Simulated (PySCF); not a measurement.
Compound: C8H10FP.
Bonds: C1–C2, C2–P3, P3–C4, C4–C5 (aromatic), C5–C6 (aromatic), C6–C7 (aromatic), C7–F8, C7–C9 (aromatic), C9–C10 (aromatic), C4–C10 (aromatic). Hydrogens: H11, H12, H13 on C1; H14, H15 on C2; H16 on P3; H17 on C5; H18 on C6; H19 on C9; H20 on C10.

Level: PBE0/pcSseg-1 in PySCF, non-relativistic, on one gas-phase PBE0-D3(BJ)/def2-SVP geometry that isn't relaxed in the solvent. The solvent is an IEF-PCM continuum (Bondi radii, 1.10 Å for H, scaled by 1.2). Only the electrostatic response of the medium enters.

Gas phase at PBE0/pcSseg-1: HOMO -6.80 eV, LUMO -0.70 eV, dipole 1.45 D.

Question: What does the continuum do to the energy, the frontier levels and the dipole at PBE0/pcSseg-1 in cyclohexane and chloroform?

Answer: 
| solvent | ε | E(solvent) − E(gas) (kcal/mol) | polarisation term (kcal/mol) | distortion of the solute (kcal/mol) | HOMO (eV) | LUMO (eV) | dipole (D) |
| --- | --- | --- | --- | --- | --- | --- | --- |
| cyclohexane | 2.017 | -1.60 | -1.68 | 0.08 | -6.78 | -0.65 | 1.62 |
| chloroform | 4.711 | -2.95 | -3.23 | 0.28 | -6.79 | -0.63 | 1.78 |

The polarisation term is half the interaction of the solute with the surface charges that it induces; the rest is the cost of distorting the solute's density. The sum is the electrostatic part of solvation alone. From cyclohexane to chloroform the lowering changes by a factor 1.84, Onsager's factor (ε − 1)/(2ε + 1) by 1.76 and ε itself by 2.3.

Question: Which radius a makes the point-dipole formula ΔE = −[(ε − 1)/(2ε + 1)]·μ²/a³ give the value in chloroform, with the gas-phase dipole?

Answer: μ = 0.570 au and |ΔE| = 0.00470 Eh give a = 1.54 Å; the farthest nucleus lies 4.51 Å from the centroid of the nuclei, so such a sphere wouldn't even hold the nuclei. The formula assumes a rigid point dipole at the centre of a sphere.

Question: Which IAO charges (PBE0/pcSseg-1) respond most in chloroform (means over atoms taken as equivalent)?

Answer: 
```tsv
atoms	environment	gas (e)	solvent (e)	change
P3	phosphine phosphorus	+0.341	+0.322	-0.019
H16	P–H hydrogen	-0.038	-0.029	+0.009
H17/H20	aromatic hydrogen	+0.154	+0.162	+0.008
H18/H19	aromatic hydrogen	+0.167	+0.175	+0.008
F8	aryl fluorine	-0.262	-0.268	-0.006
C7	aromatic C–F carbon	+0.300	+0.294	-0.006
C5/C10	aromatic CH carbon	-0.134	-0.138	-0.004
C6/C9	aromatic CH carbon	-0.193	-0.197	-0.004
H14/H15	methylene hydrogen	+0.141	+0.144	+0.003
C1	methyl carbon	-0.409	-0.412	-0.003
C4	substituted aromatic carbon	-0.202	-0.204	-0.002
H11/H12/H13	methyl hydrogen	+0.140	+0.142	+0.002
```

Time: 37 s wall; peak memory 1.2 GiB. Hardware: one thread of an Intel Xeon 6975P-C, no GPU, shared host. This is the whole shielding run at PBE0/pcSseg-1 in chloroform, SCF included.

The values belong to the conformer `[CH3:1][CH2:2][PH:3][c:4]1[cH:5][cH:6][c:7]([F:8])[cH:9][cH:10]1`: C1–C2–P3–C4 -172°, C2–P3–C4–C5 78°.
